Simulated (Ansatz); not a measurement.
Frontier orbitals of GaH4PS (`S[PH][GaH2]`).

Cartesian coordinates in Å:
```
S 1.3007 -0.5133 0.6268
P -0.8233 -1.0752 0.7244
Ga -0.4406 0.7681 -0.6781
H 1.2884 0.2198 1.7528
H -0.6182 -2.0544 -0.2844
H -0.5882 2.1465 0.0401
H -0.1188 0.5084 -2.1816
```

Total charge 0; spin multiplicity 1. Correlated methods include outer-core shells of Ga, which these sets cover unevenly. Scalar relativity is left out up to krypton. Geometry: relaxed with PBE0-D4/def2-TZVP. It is one conformer, not always the lowest. Basis def2-TZVPP, Ansatz 0.2.0.

```json
{"functional": "PBE", "HOMO (eV)": "-5.72", "LUMO (eV)": "-2.07", "gap (eV)": "3.65"}
{"functional": "BLYP", "HOMO (eV)": "-5.55", "LUMO (eV)": "-1.94", "gap (eV)": "3.61"}
{"functional": "r2SCAN", "HOMO (eV)": "-5.94", "LUMO (eV)": "-1.88", "gap (eV)": "4.06"}
{"functional": "B97M-V", "HOMO (eV)": "-5.99", "LUMO (eV)": "-1.84", "gap (eV)": "4.15"}
{"functional": "PBE0", "HOMO (eV)": "-6.74", "LUMO (eV)": "-1.16", "gap (eV)": "5.58"}
{"functional": "B3LYP", "HOMO (eV)": "-6.52", "LUMO (eV)": "-1.37", "gap (eV)": "5.15"}
{"functional": "r2SCAN0", "HOMO (eV)": "-6.88", "LUMO (eV)": "-1.05", "gap (eV)": "5.83"}
{"functional": "CAM-B3LYP", "HOMO (eV)": "-7.94", "LUMO (eV)": "-0.08", "gap (eV)": "7.86"}
{"functional": "LC-ωPBE", "HOMO (eV)": "-9.23", "LUMO (eV)": "1.08", "gap (eV)": "10.31"}
{"functional": "ωB97X-V", "HOMO (eV)": "-8.91", "LUMO (eV)": "0.95", "gap (eV)": "9.86"}
{"functional": "ωB97M-V", "HOMO (eV)": "-8.73", "LUMO (eV)": "0.77", "gap (eV)": "9.50"}
{"functional": "HF", "HOMO (eV)": "-9.01", "LUMO (eV)": "2.04", "gap (eV)": "11.05"}
```

A quarter of exact exchange (PBE0) shifts PBE's HOMO by −1.02 eV and its LUMO by +0.91 eV; full exchange at long range (ωB97M-V) shifts them by −3.01 and +2.84 eV. The gap opens from 3.65 to 9.50 eV, since occupied levels lose self-interaction and empty ones feel all the electrons. A positive LUMO is unbound and depends on the basis.

B3LYP here is the variant with VWN-RPA as its local correlation; programs differ in this. LC-ωPBE has ω = 0.4 bohr⁻¹.
